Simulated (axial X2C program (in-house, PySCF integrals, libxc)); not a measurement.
WI⁻: properties at the nuclei

Computed with an axial X2C code built on PySCF integrals: two-component X2C with atomic mean-field Coulomb and Gaunt terms, Gaussian nuclei, basis W dyall-acv3z, I dyall-acv3z with contracted cores.

R = 2.817 Å (near the PBE0 minimum at charge -1 of the determinant lowest at the starting distance; the state shown can have its own minimum elsewhere).

Input and command:
```json
{"zs": [74, 53], "q": -1, "bas": ["dyall-acv3z", "dyall-acv3z"], "r0": 2.7, "levels": ["PBE0", "HF", "BHandHLYP", "BP86", "PBE50"], "nst": 2}
```
```bash
python soeom.py task.json out
```

Keys: zs atomic numbers; q charge; bas basis sets; r0 starting distance in Å; levels methods; nst determinants followed.

Determinant lowest in the PBE0 search, Ω = 3 (⟨Sz⟩ = 2.96, ⟨Lz⟩ = 0.04 at PBE0), spin on the atoms W 2.93, I 0.03:

```csv
level,Eeff magnitude (GV/cm),Ws magnitude W (kHz),A∥/gI W (MHz),qzz W (a.u.),A∥/gI I (MHz),qzz I (a.u.)
PBE0,31.1,10.6,1590,-3.81,35.1,2.12
HF,28.5,10.7,965,-5.15,-9.66,1.41
BHandHLYP,37.6,13.1,1380,-3.57,36.3,1.96
BP86,29.3,9.85,1750,-3.28,44.6,2.25
PBE50,32.9,11.4,1460,-4.27,27.2,1.98
```

Determinant 0.17 eV from it at PBE0 and this distance, Ω = 2 (⟨Sz⟩ = 1.96, ⟨Lz⟩ = 0.04 at PBE0), spin on the atoms W 1.98, I -0.01:

```tsv
level	Eeff magnitude (GV/cm)	Ws magnitude W (kHz)	A∥/gI W (MHz)	qzz W (a.u.)	A∥/gI I (MHz)	qzz I (a.u.)
PBE0	26.1	11.8	13.6	-0.01	-82.4	3.21
HF	35.9	16.7	530	-1.61	-82.7	2.39
BHandHLYP	24.7	11.5	-114	-0.28	-71.8	2.60
BP86	20.1	8.96	-23.4	0.94	-76.5	3.49
PBE50	31.2	14.4	66.7	-0.78	-81.7	2.95
```

Eeff is the effective electric field on the electron electric dipole moment in this Ω state and Ws the scalar–pseudoscalar constant of the nucleus named (defined with the proton number Z and per Ω); A∥ (defined per Ω) follows by multiplying with gI = μI/(I μN); qzz is the electric field gradient, eQq0 = 234.96 MHz × Q/barn × qzz. The operators were transformed with the bare-nucleus X2C matrices; with these basis sets, hyperfine constants and field gradients can be off by tens of per cent, and where levels differ in sign neither size nor sign is settled.

Q: With gI(183W) = 0.2356, Q(127I) = -0.68822 barn (g factors from the IAEA table of nuclear moments by Stone; Q from Pyykkö, Mol. Phys. 2018), turn the PBE0 values of the first state into constants in MHz.

A: A∥(183W) = 1590 × 0.2356 = 375 MHz; eQq0(127I) = 234.96 × (-0.68822) × (2.12) = -343 MHz.

Each state is one determinant with collinear spin, which with several unpaired electrons need not be a pure state. Unrestricted Hartree–Fock can overshoot spin polarisation at the nuclei. For an anion, determinants above electron detachment, or with a positive highest level, are held by the basis set. This is the top spin component of a Σ state; components of lower Ω are not single determinants and can lie lower. With several open shells hyperfine constants can be off by a factor of several. Open-shell Ω = 0 determinants with evenly filled partner blocks cannot be reached by this program, so the Ω shown need not be the lowest component. At BHandHLYP, BP86 a later determinant lies lower. States lie within half an eV, so the first need not be the ground state. Where a field gradient or hyperfine factor spreads by more than a factor of two over the levels, a constant derived from it is not to be relied on. PBE0 term energies can be off by some tenths of an eV.
